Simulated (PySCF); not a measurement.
Excitations are Tamm–Dancoff values on a coarser integration grid. The basis has no diffuse functions, so Rydberg states are missing or too high.

Cartesian coordinates (Å):
SMILES: [In]([SH])([SH])[SH]
```xyz
7

S     -0.1386     2.0843     0.0477
In     0.2367    -0.2883    -0.0167
S      2.4782    -1.1207    -0.1372
S     -1.5722    -1.8622     0.0331
H     -1.4831     1.9541     0.0922
H      3.0117     0.1216    -0.1457
H     -2.5147    -0.8969     0.1146
```
Charge 0, multiplicity 1.

Q: Estimate the T1 excitation (TDA), brightest of the four lowest singlets (TDA) and LUMO that ωB97X-D3(BJ)/def2-TZVP // PBE0-D3(BJ)/def2-SVP in PySCF returns for this input.

A: 
| Property | Result |
|---|---|
| T1 excitation (TDA) | 4.69 eV |
| brightest of the four lowest singlets (TDA) | 5.71 eV |
| LUMO | 0.06 eV |
